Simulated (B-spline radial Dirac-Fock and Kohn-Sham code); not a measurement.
Model: the Dirac equation of a negative muon with reduced mass in the field of a spherical finite nucleus, with the Uehling potential to all orders; nuclear polarisation, deformation, hyperfine structure, self-energy, higher-order vacuum polarisation, relativistic recoil and electron screening are left out. Program: a radial atomic solver. The nuclear charge is a Fermi distribution (skin thickness 2.3 fm).

Question: A muonic atom of atomic mass 203.97 u emits these computed lines: 2p3/2 → 1s1/2 5984 keV, 3d5/2 → 2p3/2 2502 keV, 4f7/2 → 3d5/2 938.3 keV, 5g9/2 → 4f7/2 431.4 keV. Which element is it, and what rms charge radius was used?

Answer: Lead (Z = 82, nuclide ²⁰⁴Pb); the high transitions hardly feel the nucleus and fix Z. The 2p → 1s line lies 10170 keV below the value for a point nucleus without QED, which for this nuclear model gives a radius near 5.48 fm (5.4803 fm was used).
